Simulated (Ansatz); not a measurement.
Pt2H4. Charge 0, multiplicity 1. Geometry B3LYP-D4/def2-TZVP, basis def2-TZVP, Ansatz.

```xyz
6

Pt   -0.636   -0.122    0.998
Pt    0.643    0.128   -1.005
H    -1.391   -0.623    2.660
H     1.862    0.583   -2.359
H    -1.864   -0.017    2.434
H     1.385    0.051   -2.728
```

```csv
run,HOMO (eV),LUMO (eV)
A,-6.37,-4.47
B,-5.56,-5.45
C,-5.70,-5.41
D,-7.98,-2.35
```

In the def2 sets Pt takes a core potential; there is no spin–orbit coupling. In the singlet, H3 and H5 lie 0.80 Å apart, H4 and H6 lie 0.80 Å apart (atoms count from 1), so H2 has formed as a molecule. No other spin state of charge 0 was run. Another isomer (singlet) lies 2.63 eV lower at PBE0-D4/def2-TZVP; other spin states weren't run for this one.

The runs used PBE, PBE0, r2SCAN, ωB97M-V. Estimate which is which.

A PBE0 (25 % exact exchange); B PBE (0 % exact exchange); C r2SCAN (0 % exact exchange); D ωB97M-V (range-separated). Exact exchange lowers occupied and raises empty levels; among semilocal functionals meta-GGAs tend to open the gap a little, and such runs are hard to tell apart. The gap grows from 0.11 eV (PBE) to 5.63 eV (ωB97M-V). The restricted singlet is unstable towards broken spin symmetry in Hartree–Fock (as tested in another run); at PBE0-D4/def2-TZVP, PBE-D4/def2-TZVP, r2SCAN-D4/def2-TZVP, ωB97M-V/def2-TZVP this wasn't settled.
